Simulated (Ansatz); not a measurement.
A nudged elastic band was laid between two geometries of AlBrFH3 (6 atoms, charge 0, multiplicity 1).

The calculation used RKS r2SCANh-D4/def2-SVP (Ansatz 0.2.0).

| Property | Result |
| --- | --- |
| movable images | 7 |
| climbing image | yes |
| spring | 5.0 eV/Å² |
| optimiser | quadratic models (default) |
| start path | through a guess of the saddle point |
| force threshold | 0.05 eV/Å |
| iteration limit | 60 |
| end points | relaxed |

Image 0:

```xyz
6
Properties=species:S:1:pos:R:3
Al 0.005 0.031 0.016
F 0.007 0.338 1.682
H 1.403 0.146 -0.708
H -1.406 0.064 -0.690
Br 0.089 -2.614 0.948
H 0.067 -1.721 2.072
```

Image 8:

```xyz
6
Properties=species:S:1:pos:R:3
Al 0.013 -0.393 -0.106
F 0.019 -0.024 1.870
H 1.404 0.165 -0.584
H -1.409 0.092 -0.574
Br 0.091 -2.632 0.625
H 0.048 -0.965 2.087
```

(1) Which bonds break or form, and what moves?

(2) Give the energies along the band, and the barrier.

(3) What is the geometry of the highest image?

(4) What are the harmonic wavenumbers there?

The band took 8 iterations and of the order of 4 core-minutes.

Answers

(1) Bonds broken: Br5–H6. Bonds formed: F2–H6.

(2) The forces met the threshold. The highest image is number 5 of 0 to 8, 0.055 eV above the first end and 0.219 eV above the last; the last end lies 0.164 eV below the first. A vibrational analysis at the climbing image gives one clearly imaginary mode, 339i cm⁻¹: a first-order saddle point. The orbitals stay closed-shell, which can raise the energy where a bond breaks towards radicals; this wasn't checked here.

| image | path coordinate (Å) | energy (eV) | Br5–H6 (Å) | F2–H6 (Å) |
| --- | --- | --- | --- | --- |
| 0 | 0.00 | 0.000 | 1.44 | 2.10 |
| 1 | 0.12 | 0.002 | 1.44 | 1.95 |
| 2 | 0.25 | 0.010 | 1.45 | 1.80 |
| 3 | 0.38 | 0.023 | 1.47 | 1.66 |
| 4 | 0.50 | 0.042 | 1.51 | 1.51 |
| 5 | 0.63 | 0.055 | 1.57 | 1.36 |
| 6 | 0.84 | -0.019 | 1.75 | 1.13 |
| 7 | 1.05 | -0.134 | 1.97 | 1.01 |
| 8 | 1.26 | -0.164 | 2.22 | 0.97 |

(3) 
```xyz
6
Properties=species:S:1:pos:R:3
Al 0.011 -0.152 0.012
F 0.017 0.061 1.781
H 1.414 0.144 -0.634
H -1.414 0.063 -0.617
Br 0.084 -2.581 0.938
H 0.054 -1.293 1.839
```

(4) 339i, 260, 374, 468, 528, 657, 709, 756, 906, 1502, 1994, 2011 cm⁻¹.

The run took 2.3 min on 2 threads of Arm Neoverse V2 (shared host), peak memory 0.18 GiB.
